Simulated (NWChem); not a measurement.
System: CH$_{4}$O$_{2}$Zn; SMILES C[O][Zn][OH]

NWChem input:

```
start job
memory heap 200 mb stack 900 mb global 1100 mb
geometry units angstroms noautosym
  Zn    -0.426044     0.405854    -0.000977
  O     -0.305797     2.182262     0.022810
  H      0.622730     2.475844    -0.318523
  O     -0.888820    -1.315478     0.015442
  C      0.030741    -2.374471     0.002294
  H      0.723335    -2.390907     0.882305
  H     -0.530135    -3.337932     0.027617
  H      0.673210    -2.409839    -0.914485
end
basis spherical
  * library def2-svp
end
dft
  xc xpbe96 cpbe96
  disp vdw 4
  grid fine
  iterations 150
end
driver
  maxiter 120
  tight
end
task dft optimize
task dft freq
```

The level has its own optimisation; frequencies are unscaled. Brackets give each atom's bonded neighbours.

**Question.** Give the results of this calculation. (PBE-D3(BJ)/def2-SVP.) Quantities: r O–Zn [O(HZn)–Zn(OO)] (Å); r O–Zn [O(CZn)–Zn(OO)] (Å); r H–O (Å); r C–O (Å); highest harmonic frequency (cm⁻¹); lowest (cm⁻¹); zero-point energy (kcal/mol); dipole (D).

**Answer.** 
- r O–Zn [O(HZn)–Zn(OO)] (Å) = 1.779
- r O–Zn [O(CZn)–Zn(OO)] (Å) = 1.782
- r H–O (Å) = 0.975
- r C–O (Å) = 1.404
- highest harmonic frequency (cm⁻¹) = 3722
- lowest (cm⁻¹) = 88
- zero-point energy (kcal/mol) = 32.7
- dipole (D) = 1.71
